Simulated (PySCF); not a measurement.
Si(H)(OH)2(OSiH3), SMILES [SiH3]O[SiH](O)O (H₆O₃Si₂), singlet (B3LYP/def2-SVP optimised geometry):

```
11

Si    -1.848    -0.697     0.000
O     -2.488    -1.400     1.350
O     -2.330    -1.568    -1.324
O     -0.190    -0.697     0.000
Si     1.215    -0.341     0.815
H     -2.331     0.697     0.000
H     -2.521    -2.364     1.366
H     -1.700    -1.628    -2.053
H      2.331    -0.307    -0.170
H      1.500    -1.386     1.840
H      1.114     0.987     1.488
```

Method: B3LYP/def2-TZVP (PySCF 2.14.0).

Task: What are the frontier orbital energies and the dipole moment?

Result: HOMO-2 -9.08 eV, HOMO-1 -8.75 eV, HOMO -8.70 eV, LUMO -0.16 eV, LUMO+1 0.63 eV; dipole moment 1.67 D.

On the same geometry PBE/def2-TZVP (PySCF 2.14.0) gives HOMO-2 -7.68 eV, HOMO-1 -7.47 eV, HOMO -7.39 eV, LUMO -0.77 eV, LUMO+1 0.06 eV; dipole moment 1.63 D.

Meta-Löwdin charges at B3LYP/def2-TZVP: Si1 1.38, O2 -0.75, O3 -0.76, O4 -0.85, Si5 0.77, H6 -0.15, H7 0.35, H8 0.36, H9 -0.11, H10 -0.12, H11 -0.12.
